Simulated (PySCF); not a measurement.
# Mayer bond orders and bond lengths

Species: C7H7OP.
SMILES with atom numbers: `[CH3:1][c:2]1[cH:3][p:4][cH:5][cH:6][c:7]1[CH:8]=[O:9]` (hydrogens: H10, H11, H12 on C1; H13 on C3; H14 on C5; H15 on C6; H16 on C8)

Geometry (GFN2-xTB, Å), atoms numbered from 1 in this order:
```
atom  x, y, z in Å
C1     1.9746    0.5347   -0.2973
C2     0.4819    0.5432   -0.1337
C3    -0.1762    1.7533   -0.2399
P4    -1.8807    2.0435   -0.0965
C5    -2.4334    0.4250    0.2022
C6    -1.6135   -0.6716    0.2748
C7    -0.2227   -0.6479    0.1200
C8     0.4576   -1.9417    0.2385
O9    -0.0997   -2.9925    0.4514
H10    2.3422    1.5406   -0.4863
H11    2.4594    0.1586    0.6024
H12    2.2669   -0.0974   -1.1346
H13    0.4257    2.6338   -0.4358
H14   -3.4983    0.2873    0.3381
H15   -2.0463   -1.6459    0.4664
H16    1.5549   -1.9139    0.1189
```

Bond orders from the PBE0/pcSseg-1 density (PySCF). One conformer (not necessarily the lowest) at the GFN2-xTB geometry, without solvent, vibrations or thermal averaging.

Where do the orders between heavy atoms depart from those drawn in the SMILES?

The largest departure is 0.232, at C7–C2 (drawn aromatic, 1.268), counting aromatic bonds as 1.5. The bonds drawn aromatic range from 1.27 to 1.49.

Give the Mayer order of every bond between heavy atoms, beside its length.

```tsv
bond	drawn as	length (Å)	Mayer order
C1–C2	single	1.502	1.096
C2–C3	aromatic	1.382	1.483
C3–P4	aromatic	1.735	1.332
P4–C5	aromatic	1.736	1.286
C5–C6	aromatic	1.371	1.486
C6–C7	aromatic	1.400	1.409
C7–C8	single	1.467	1.062
C8–O9	double	1.208	1.970
C7–C2	aromatic	1.407	1.268
```

By pair of heavy elements: C–C: lowest C7–C8 (1.062, 1.467 Å), highest C5–C6 and C2–C3 (1.486, 1.371 Å); in 1 of the 15 pairs the longer bond (by over 0.003 Å) has the higher order (by 0.02 or more). C–P: lowest P4–C5 (1.286, 1.736 Å), highest C3–P4 (1.332, 1.735 Å). Bonds named together lie within 0.004.

And the bonds to hydrogen?

C–H: 0.91 to 0.95 (7 bonds).

Sum the orders of all bonds at each heavy atom with more than one neighbour and set the sums beside the valence in the SMILES.

C1 3.913 (drawn 4), C2 3.847 (drawn 4), C3 3.725 (drawn 4), P4 2.618 (drawn 3), C5 3.704 (drawn 4), C6 3.823 (drawn 4), C7 3.739 (drawn 4), C8 3.980 (drawn 4). Orders between atoms that aren't bonded are not in these sums.

Mayer orders depend on the basis set.
